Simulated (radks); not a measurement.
Results of a calculation; reference values are marked as such.
Problem. The mean radii <r> (bohr) of the occupied orbitals of an atom or ion are listed with their occupations. Level of theory: Dirac Kohn-Sham, PBE, spin-unpolarised, spherical densities, point nucleus (a radial shooting solver on a logarithmic mesh with Libxc functionals).

| orbital | occ. | <r> |
|---|---|---|
| 1s1/2 | 2 | 0.02001 |
| 2s1/2 | 2 | 0.08429 |
| 2p1/2 | 2 | 0.07007 |
| 2p3/2 | 4 | 0.07746 |
| 3s1/2 | 2 | 0.2205 |
| 3p1/2 | 2 | 0.2102 |
| 3p3/2 | 4 | 0.2241 |
| 3d3/2 | 4 | 0.1973 |
| 3d5/2 | 6 | 0.2015 |
| 4s1/2 | 2 | 0.4984 |
| 4p1/2 | 2 | 0.5070 |
| 4p3/2 | 4 | 0.5393 |
| 4d3/2 | 4 | 0.5674 |
| 4d5/2 | 6 | 0.5789 |
| 5s1/2 | 2 | 1.227 |
| 5p1/2 | 2 | 1.372 |
| 5p3/2 | 2 | 1.472 |
| 4f5/2 | 6 | 0.8013 |
| 4f7/2 | 8 | 0.8199 |

Name the element and its charge. Open shells, if any, fill j = l - 1/2 first.

Solution. Z = 69, thulium, charge +3: Tm3+ in [Kr] 4d10 4f14 5s2 5p4. The 1s radius gives Z: for a bare nucleus <r> = (2 gamma + 1)/(2Z) with gamma = sqrt(1 - (Z/c)^2), 0.01977 bohr for Z = 69, and screening makes it slightly larger (0.02001 here). The occupations add up to 66, and the charge is Z minus that.
